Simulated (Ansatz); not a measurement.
`[Cu][S]c1ccc(C#Cc2ccc(C#Cc3ccccc3)cc2)cc1` with charge -1. The state is a doublet with charge -1. Geometry PBE-D4/def2-SVP; atoms count from 1.

```xyz
37

Cu    5.057    3.978    8.293
S     6.302    3.816    6.510
C     5.153    3.134    5.369
C     5.050    3.658    4.051
C     4.178    3.110    3.113
C     3.334    2.008    3.444
C     2.444    1.451    2.499
C     1.660    0.965    1.669
C     0.770    0.416    0.723
C    -0.097   -0.671    1.057
C    -0.976   -1.209    0.126
C    -1.053   -0.698   -1.207
C    -1.949   -1.241   -2.152
C    -2.739   -1.713   -2.983
C    -3.642   -2.247   -3.931
C    -3.725   -1.716   -5.255
C    -4.621   -2.246   -6.186
C    -5.466   -3.320   -5.843
C    -5.396   -3.856   -4.543
C    -4.505   -3.335   -3.601
C    -0.185    0.388   -1.542
C     0.693    0.925   -0.612
C     3.422    1.496    4.774
C     4.309    2.036    5.698
H     5.682    4.518    3.779
H     4.125    3.530    2.097
H    -0.057   -1.081    2.078
H    -1.633   -2.045    0.409
H    -3.068   -0.877   -5.528
H    -4.664   -1.816   -7.199
H    -6.170   -3.734   -6.581
H    -6.050   -4.696   -4.260
H    -4.455   -3.758   -2.586
H    -0.225    0.797   -2.563
H     1.351    1.761   -0.893
H     2.775    0.651    5.059
H     4.374    1.621    6.717
```

Single mean-field runs in def2-TZVP are fitted with def2-universal-jkfit.

(1) Estimate the Mulliken populations of the heavy atoms from the PBE0/def2-TZVP orbitals of Ansatz.

(2) Where does the spin sit?

(3) And the Mayer bond orders between heavy atoms (over 0.3)?

Results:

(1) 
| atom | charge (e) | spin (α − β) | d electrons |
| --- | --- | --- | --- |
| Cu1 | -0.17 | 0.69 | 9.88 |
| S2 | -0.44 | 0.01 | – |
| C3 | 0.27 | 0.04 | – |
| C4 | -0.23 | -0.03 | – |
| C5 | -0.19 | 0.05 | – |
| C6 | 0.02 | -0.01 | – |
| C7 | 0.12 | 0.04 | – |
| C8 | 0.02 | -0.01 | – |
| C9 | 0.03 | 0.04 | – |
| C10 | -0.21 | 0.01 | – |
| C11 | -0.20 | 0.01 | – |
| C12 | 0.02 | 0.04 | – |
| C13 | 0.08 | -0.01 | – |
| C14 | 0.07 | 0.05 | – |
| C15 | 0.02 | 0.00 | – |
| C16 | -0.20 | 0.03 | – |
| C17 | -0.14 | -0.02 | – |
| C18 | -0.11 | 0.05 | – |
| C19 | -0.14 | -0.02 | – |
| C20 | -0.20 | 0.03 | – |
| C21 | -0.20 | 0.01 | – |
| C22 | -0.21 | 0.01 | – |
| C23 | -0.19 | 0.02 | – |
| C24 | -0.20 | -0.02 | – |
Mulliken values depend strongly on the basis.

(2) Summed by element: Cu 0.69, S 0.01, C 0.33, H -0.03, of 1 unpaired in all. Largest on single atoms: Cu1 0.69, C18 0.05, C5 0.05.

(3) Cu1–S2 0.74 (2.18 Å); S2–C3 1.01 (1.76 Å); C3–C4 1.29 (1.42 Å); C3–C24 1.28 (1.42 Å); C4–C5 1.46 (1.39 Å); C5–C6 1.30 (1.43 Å); C6–C7 1.08 (1.41 Å); C6–C23 1.30 (1.43 Å); C7–C8 2.59 (1.24 Å); C8–C9 1.14 (1.41 Å); C9–C10 1.29 (1.43 Å); C9–C22 1.29 (1.43 Å); C10–C11 1.49 (1.39 Å); C11–C12 1.29 (1.43 Å); C12–C13 1.13 (1.41 Å); C12–C21 1.29 (1.43 Å); C13–C14 2.61 (1.24 Å); C14–C15 1.07 (1.41 Å); C15–C16 1.35 (1.43 Å); C15–C20 1.35 (1.43 Å); C16–C17 1.47 (1.40 Å); C17–C18 1.39 (1.41 Å); C18–C19 1.39 (1.41 Å); C19–C20 1.47 (1.40 Å); C21–C22 1.49 (1.39 Å); C23–C24 1.48 (1.39 Å).
